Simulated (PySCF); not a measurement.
**TiBr and its ions**

LC-ωPBE; Ti def2-TZVPPD, Br def2-TZVPPD; no relativity (PySCF 2.14). Neutral (UKS): quartet (σ ↑, π ↑, δ ↑), Re = 2.417 Å, ωe = 308 cm⁻¹, HOMO -7.41 eV, LUMO -0.45 eV.

TiBr⁺ (UKS): triplet (σ ↑, δ ↑), Re = 2.286 Å, ωe = 376 cm⁻¹. The energies at the minima are -3423.06990 hartree for TiBr and -3422.81467 for TiBr⁺.

Problem. Work out the adiabatic ionisation energy, without and with harmonic zero-point energies (1 hartree = 27.2114 eV, 1 eV = 8065.5 cm⁻¹), and the change of the bond length.

Solution. At LC-ωPBE: 0.25523 hartree = 6.945 eV between the minima; the zero-point term (376.0 − 308.0)/2 cm⁻¹ = +0.004 eV makes it 6.949 eV. Re changes by -13.1 pm against the neutral. The electron leaves a π orbital; in so polar a molecule the change of length follows mostly from the change of the ionic charges.

De is left out where the level can put another filling of the metal’s s and d shells below the measured ground configuration, by anything from nothing to about 1 eV. Spin–orbit coupling is left out. With d or f electrons several states lie close, and the lowest PBE0 determinant need not be the measured ground state.
